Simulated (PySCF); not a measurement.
Isomers of C5H10GeO, from PBE0-D3(BJ)/def2-SVP geometry optimisation, gas phase in PySCF 2.14.0. One conformer each, no zero-point energy, no frequencies.

Question: Which is lower in electronic energy at this level?
A. `[OH:1][CH2:2][C@H:3]1[CH:4]=[CH:5][CH2:6][GeH2:7]1` with H–O1–C2–C3 -178°, O1–C2–C3–C4 -66°, C2–C3–C4–C5 108°, C4–C5–C6–Ge7 11°, C5–C6–Ge7–C3 -15°, C2–C3–Ge7–C6 -105°: A = 2387, B = 1734, C = 1329 MHz, dipole 1.77 D
B. `[CH2:1]=[C:2]1[CH2:3][CH:4]([O:5][GeH3:6])[CH2:7]1` with C3–C4–O5–Ge6 179°, C1–C2–C3–C4 155°, C2–C3–C4–O5 138°, C3–C4–C7–C2 -17°, C1–C2–C7–C4 -155°: A = 7301, B = 684.9, C = 645.2 MHz, dipole 1.26 D

Answer: A. That is `C(O)[C@@H]1[GeH2][CH2]C=C1`, 13.3 kcal/mol below the other.

```
                 SMILES                                       mapped SMILES       E (Eh)  relative (kcal/mol)  relative (kJ/mol)  dipole (D)
OC[C@H]1C=C[CH2][GeH2]1  [OH:1][CH2:2][C@H:3]1[CH:4]=[CH:5][CH2:6][GeH2:7]1  -2347.72259                  0.0                0.0        1.77
    C=C1CC([O][GeH3])C1  [CH2:1]=[C:2]1[CH2:3][CH:4]([O:5][GeH3:6])[CH2:7]1  -2347.70132                 13.3               55.8        1.26
```

As drawn, the lower has an O–H bond, which the higher lacks; the higher has a four-membered ring, which the lower lacks.
